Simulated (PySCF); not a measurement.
Compound: C5H6F2OS.
SMILES: `C1=C(F)C[C@@H](F)C[S@@]1=O`

The closed-shell SCF was solved with PySCF and density fitting under several settings on one GFN2-xTB geometry (grid level 2 and gas phase unless stated).

```json
{"settings": "PBE0/pcSseg-1", "basis functions": "190", "SCF cycles": "15", "E (Eh)": "-866.4647", "HOMO (eV)": "-6.86", "LUMO (eV)": "-0.65", "dipole (D)": "4.05"}
{"settings": "PBE0/def2-SVPD", "basis functions": "244", "SCF cycles": "15", "E (Eh)": "-866.0960", "HOMO (eV)": "-6.99", "LUMO (eV)": "-0.81", "dipole (D)": "4.14"}
{"settings": "wB97X/cc-pVDZ, IEF-PCM cyclohexane", "basis functions": "160", "SCF cycles": "14", "E (Eh)": "-867.0698", "HOMO (eV)": "-8.87", "LUMO (eV)": "1.96", "dipole (D)": "4.45"}
```

Estimate the rows for these settings: (1) B97-D/def2-SVP; (2) PBE0/pcSseg-1, level shift 0.3 Eh, energy threshold 1e-11 Eh.

| settings | basis functions | SCF cycles | E (Eh) | HOMO (eV) | LUMO (eV) | dipole (D) |
| --- | --- | --- | --- | --- | --- | --- |
| B97-D/def2-SVP | 160 | 17 | -866.3925 | -5.26 | -1.32 | 3.69 |
| PBE0/pcSseg-1, level shift 0.3 Eh, energy threshold 1e-11 Eh | 190 | 18 | -866.4647 | -6.86 | -0.65 | 4.05 |

Over all rows, what range does the HOMO–LUMO gap span?

From 3.94 eV (B97-D/def2-SVP) to 10.83 eV (wB97X/cc-pVDZ, IEF-PCM cyclohexane). The functional of the narrowest has no exact exchange, that of the widest range-separated exact exchange.

And the dipole moment?

From 3.69 D (B97-D/def2-SVP) to 4.45 D (wB97X/cc-pVDZ, IEF-PCM cyclohexane); the largest is 1.21 times the smallest, and the median is 4.05 D.

Compare two rows with the functional PBE0: PBE0/pcSseg-1 and PBE0/def2-SVPD. Which energy is lower, and by how much?

PBE0/pcSseg-1 (190 functions) lies 0.3687 Eh or 231 kcal/mol below PBE0/def2-SVPD (244 functions). The smaller set gives the lower energy; the two sets aren't nested, so the variational bound doesn't order them by size.

B97-D ran without the empirical dispersion term, which would shift the total energy alone. Cycle counts include a coarse-grid stage where the run had one. Geometry: GFN2-xTB, one conformer.
